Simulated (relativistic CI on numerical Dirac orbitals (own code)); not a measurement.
**Slater and spin-orbit integrals, Bi³²⁺**

Calculated at this level of theory: Dirac-Coulomb-Breit CI, KLI orbitals optimised for each configuration, a model potential for QED, unscaled Slater integrals (own radial code, finite nucleus).

Slater integrals F^k, G^k are unscaled and averaged over j, outside the closed core [Ar] 3d10 4p6 4d10; ζ comes from projecting the Hamiltonian with its Breit term on Σ l·s of the shell.

- 4s²4f⁵: F^2(4f,4f) = 283410, F^4(4f,4f) = 184800, F^6(4f,4f) = 135160, ζ(4f) = 16431 cm⁻¹; <r>(4f) = 0.3703, <r^2>(4f) = 0.157 (bohr units).
- 4s²4f⁴5s: F^2(4f,4f) = 285990, F^4(4f,4f) = 186590, F^6(4f,4f) = 136500, ζ(4f) = 16776, G^3(4f,5s) = 38337 cm⁻¹; <r>(4f) = 0.3675, <r^2>(4f) = 0.1546, <r>(5s) = 0.6656, <r^2>(5s) = 0.494 (bohr units).
- 4s²4f⁴5p: F^2(4f,4f) = 286150, F^4(4f,4f) = 186710, F^6(4f,4f) = 136590, ζ(4f) = 16814, F^2(4f,5p) = 115890, G^2(4f,5p) = 33943, G^4(4f,5p) = 32586, ζ(5p) = 271390 cm⁻¹; <r>(4f) = 0.3673, <r^2>(4f) = 0.1544, <r>(5p) = 0.7028, <r^2>(5p) = 0.5529 (bohr units).

Averages of the first 8 configurations, taken without configuration mixing, which lowers the lowest level and can move excited configurations by several eV; other configurations of the list can lie among them:

| Configuration | Parity | States | Average energy above the lowest level (eV) |
| --- | --- | --- | --- |
| 4s²4f⁵ | odd | 2002 | 30.0 |
| 4s²4f⁴5s | even | 2002 | 229.2 |
| 4s²4f⁴5p | odd | 6006 | 319.5 |
| 4s²4f³5s² | odd | 364 | 440.9 |
| 4s²4f³5s5p | even | 4368 | 527.9 |
| 4s²4f³5p² | odd | 5460 | 621.5 |
| 4s4f⁶ | even | 6006 | 824.3 |
| 4s²4f⁴6s | even | 2002 | 617.4 |
